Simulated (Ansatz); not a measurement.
Basis-set extrapolation for C$_{9}$H$_{20}$O$_{4}$ (`CCOC(OCC)(OCC)OCC`) (PBE0-D4/def2-TZVP geometry, frozen core, the Gaussian-basis code of Ansatz). Multiplicity 1, RHF reference.

```
                      def2-TZVPP   def2-QZVPP
                 HF  -652.169157  -652.198957
    MP2 correlation    -2.499051    -2.673071
CCSD(T) correlation    -2.699541      not run
```

Energies in hartree. Use E(X) = E(∞) + A·exp(−7.88·√X) for Hartree–Fock and E(X) = E(∞) + B·X^(−2.97) for correlation, with X = 3 and 4, and add CCSD(T) minus MP2 of the smaller set to the MP2 limit.

Question: What is the CCSD(T) energy at the basis-set limit?

Answer: HF limit: -652.198957 + (-0.029800) × 0.13774 = -652.20306. MP2 limit: -2.673071 + (-0.174020) × 0.74074 = -2.80197. Higher-order term: -2.699541 − (-2.499051) = -0.20049. Total: -655.20552 hartree, 9.17 eV below CCSD(T)/def2-TZVPP.
